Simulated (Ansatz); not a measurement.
K2O2. Total charge 0; triplet. Geometry r2SCAN-D4/def2-TZVPD, that of the charge -1 doublet; atoms count from 1.

Cartesian coordinates in Å:
```
K 0.956 2.091 -0.751
K -0.947 -2.074 0.745
O 0.217 0.124 0.654
O -0.227 -0.141 -0.648
```

The structure holds 1 bond(s) between oxygen atoms. At PBE0-D4/def2-TZVPD a singlet of charge 0 lies 0.23 eV below the triplet at the same geometry. The structure comes from a short search, and lower isomers may exist.

(1) Estimate the Mulliken populations from the PBE0/def2-TZVPD orbitals of Ansatz.

(2) Where does the spin sit?

(3) And the Mayer bond orders between bonded heavy atoms (over 0.3)?

Results:

(1) 
```tsv
atom	charge (e)	spin (α − β)
K1	0.46	0.52
K2	0.49	0.48
O3	-0.47	0.50
O4	-0.47	0.50
```
Mulliken values and Mayer orders depend strongly on the basis. With diffuse functions, as here, like atoms can get unlike values, and bond orders can come out too low or too high.

(2) Summed by element: K 1.00, O 1.00, of 2 unpaired in all. Largest on single atoms: K1 0.52, O4 0.50, O3 0.50.

(3) K1–K2 0.51 (4.82 Å); O3–O4 0.90 (1.40 Å).
